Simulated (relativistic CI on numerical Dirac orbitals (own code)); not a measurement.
# Os2+: 5d valence photoemission

Computed with this model: Dirac-Coulomb-Breit CI, KLI orbitals optimised for each configuration, model QED (radiative potential, 1s self-energy scaled to tabulated hydrogen-like ionisation energies), multiplet model of photoemission in the sudden approximation, unscaled Slater integrals; configurations [Xe] 4f14 5d6 → [Xe] 4f14 5d5; 80 K; Lorentzian 0.21 eV and Gaussian 0.5 eV FWHM. Energies are those of the free ion, without screening or charge transfer. The energies are binding energies and can lie tens of eV above those of solids. S is read from ⟨S²⟩ = S(S + 1).

Field parameters in Wybourne normalisation: D3d B²₀ = −7Dσ, B⁴₀ = −14Dq − 21Dτ, B⁴₃ = −14√(10/7) Dq; D4h B²₀ = −7Ds, B⁴₀ = 21(Dq − Dt), B⁴₄ = 21√(5/14) Dq; Oh B⁴₀ = 21Dq, B⁴₄ = √(5/14) B⁴₀; Td as Oh with Dq negative (B⁴₀ = 21Dq, B⁴₄ = √(5/14) B⁴₀). The field is a parameter set, without covalency.

free ion: ground-state S = 1.93, centroid 28.01 eV. Peaks (eV, height): 25.2 (45), 28.4 (100), 30.2 (18).

Oh, 10Dq = 17250 cm⁻¹: ground-state S = 0.53, centroid 27.97 eV. Peaks (eV, height): 26.8 (39), 28.0 (100).

D4h, 10Dq = 28400, Ds = -1400, Dt = 680 cm⁻¹: ground-state S = 0.26, centroid 28.29 eV. Peaks (eV, height): 27.4 (99), 28.1 (100).

D3d, 10Dq = 18850, Dσ = 1070, Dτ = 10 cm⁻¹: ground-state S = 0.43, centroid 28.04 eV. Peaks (eV, height): 27.1 (53), 28.1 (100).

Td, 10Dq = -10100 cm⁻¹: ground-state S = 1.89, centroid 28.11 eV. Peaks (eV, height): 25.7 (73), 27.7 (67), 28.6 (100), 31.2 (12).

Td, 10Dq = -9100 cm⁻¹: ground-state S = 1.91, centroid 28.10 eV. Peaks (eV, height): 25.6 (70), 27.7 (67), 28.6 (100), 31.1 (13).

Strongest unbroadened transitions for Td, 10Dq = -9100 cm⁻¹:

```
Energy (eV)  Relative strength
      25.65              100.0
      27.55               56.4
      27.86               43.0
      27.99                5.6
      28.42                5.0
      28.47               69.7
      28.50               19.8
      28.68               27.3
      28.82               23.7
      28.87               10.3
      29.19               18.8
      29.55               17.5
      29.74               16.0
      29.88                4.7
      30.22                3.3
      30.40                8.5
      30.86                4.0
      31.20                6.7
```
